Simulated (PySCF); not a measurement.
# GaF₂ + HCl → GaHCl + F₂

Level: PBE0 in the def2-TZVP basis family, all electrons, no relativity, computed in PySCF with density fitting; open shells unrestricted.

```csv
species,state and structure,E (Eh),ZPE (kJ/mol),H(298 K) − H(0) (kJ/mol),S° (J/(mol K))
GaF₂,"doublet, C2v, Ga–F 1.756 Å (×2); F–Ga–F 116.7°",-2124.23652,9.0,12.2,279.0
HCl,"singlet, C∞v, H–Cl 1.279 Å",-460.66440,17.9,8.7,186.6
GaHCl,"doublet, Cs, Ga–Cl 2.168 Å, Ga–H 1.604 Å; Cl–Ga–H 115.6°",-2385.27294,16.0,11.3,270.0
F₂,"singlet, D∞h, F–F 1.376 Å",-199.40856,6.6,8.7,201.9
```

(1) What is the electronic reaction energy?

(2) Add zero-point, thermal and entropy terms for 298.15 K and 1 bar.

Results:

(1) At PBE0/def2-TZVP, ΔE = 576.1 kJ/mol from the differences of the total energies times 2625.5, uphill. 

(2) ΔZPE = -4.3 and Δ[H(298) − H(0)] = -0.9 kJ/mol give ΔH° = 570.9 kJ/mol. ΔS° = 6.3 J/(mol K), so ΔG° = 570.9 − 298.15 × (0.0063) = 569 kJ/mol.

Only the bonding shown was studied: isomers, or loss of a ligand pair, can lie lower.
